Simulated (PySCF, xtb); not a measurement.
Al(Me)2(SH) (C₂H₇AlS), SMILES [Al]([CH3])([CH3])[SH].

GFN2-xTB (xtb) at its own geometry gives an orbital gap of 4.16 eV and a dipole moment of 3.24 D.

Coordinates come from a B3LYP-D3(BJ)/def2-SVP optimisation. A frequency run showed that this geometry is not a minimum. The values are those of a single conformer.

What does r2SCAN/def2-TZVP (PySCF) give? (Estimate from the structure and the level; the computed values follow.)

gap 5.62 eV (levels -6.54 and -0.92 eV), dipole 1.68 D.
